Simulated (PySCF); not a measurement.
Symmetry of computed structures. Method used: PBE0/pcSseg-1 in PySCF (dipole) on a GFN2-xTB geometry, gas phase. The symmetry is that of the one conformer found, every atom within 0.08 Å of its image; none is proved a minimum here.

Question: `[CH2:1]=[CH:2][CH2:3]/[CH:4]=[CH:5]\[O:6][CH2:7][CH3:8]` with C1–C2–C3–C4 116°, C2–C3–C4–C5 111°, C4–C5–O6–C7 -176°, C5–O6–C7–C8 -173°: symmetry, top, dipole?

Answer: C1; near-prolate asymmetric top; symmetry number 1; this conformer is chiral (no improper operation); dipole 2.01 D.

Question: What symmetry has `[OH:1][CH:2]1[CH2:3][CH2:4]1` with H–O1–C2–C3 -36°?

Answer: Cs; asymmetric top; symmetry number 1; 2 operations, which sort the 10 atoms into 7 sets; dipole 1.53 D, in the ac plane, which is the mirror; A, B, C = 16966, 6792, 5960 MHz.

Question: What symmetry has `[CH3:1][P:2]([CH3:3])(=[O:4])[OH:5]` with C1–P2–O5–H -126°?

Answer: Cs; asymmetric top; symmetry number 1; 2 operations, which sort the 12 atoms into 8 sets; dipole 2.67 D, in the bc plane, which is the mirror; heavy atoms equivalent by symmetry: C1/C3.

Question: `[CH3:1][CH2:2][P@H:3](=[O:4])[c:5]1[cH:6][cH:7][n:8][cH:9][cH:10]1` with C1–C2–P3–O4 57°, C2–P3–C5–C6 115°: symmetry, top, dipole?

Answer: C1; near-prolate asymmetric top; symmetry number 1; this conformer is chiral (no improper operation); dipole 3.41 D.
